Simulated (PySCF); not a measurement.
C6H8ClOP.
Atom-mapped SMILES: `[CH3:1][CH:2]([CH3:3])[c:4]1[o:5][cH:6][p:7][c:8]1[Cl:9]`

NICS = −σ at a ghost point: NICS(0) at the centroid of the ring atoms, NICS(1) 1 Å to either side along the normal of their mean plane, zz for the tensor component along that normal. Level: GIAO PBE0/pcSseg-1 (PySCF, non-relativistic, gas phase) on the GFN2-xTB geometry, one conformer.

Ring bond lengths (Å), with Mayer bond orders in brackets: C4–O5 1.337 (1.02), O5–C6 1.336 (1.09), C6–P7 1.707 (1.55), P7–C8 1.778 (1.08), C8–C4 1.366 (1.47).

Task: Give the NICS values of each ring in ppm.

Result: 
```
          ring                                                     type  NICS(0)  NICS(1), two faces  NICS(1)zz, two faces  rms pucker (Å)  centre to ring atoms, mean (Å)
C4–O5–C6–P7–C8  5-membered ring with O and P; formal bonds all aromatic    -11.3       -10.3 / -10.3         -22.5 / -22.5            0.00                            1.27
```

Task: What do they say, and how far can they be read as aromaticity?

Result: 
- C4–O5–C6–P7–C8: mean NICS(1)zz -22.5 ppm, shielded.

Task: How equal are the bonds by HOMA? HOMA takes Krygowski's 1993 parameters.

Result: 
- C4–O5–C6–P7–C8: HOMA 0.50; the largest term is that of C4–O5, α(R − Ropt)² = 0.82.

Cost: about 2.5 min of CPU time on one thread (with the writing of density and orbital grids); the machine was shared, so the figure is rough. This is the whole shielding run at PBE0/pcSseg-1, SCF included.

Conformer computed: `[CH3:1][CH:2]([CH3:3])[c:4]1[o:5][cH:6][p:7][c:8]1[Cl:9]`: C1–C2–C4–O5 61°.
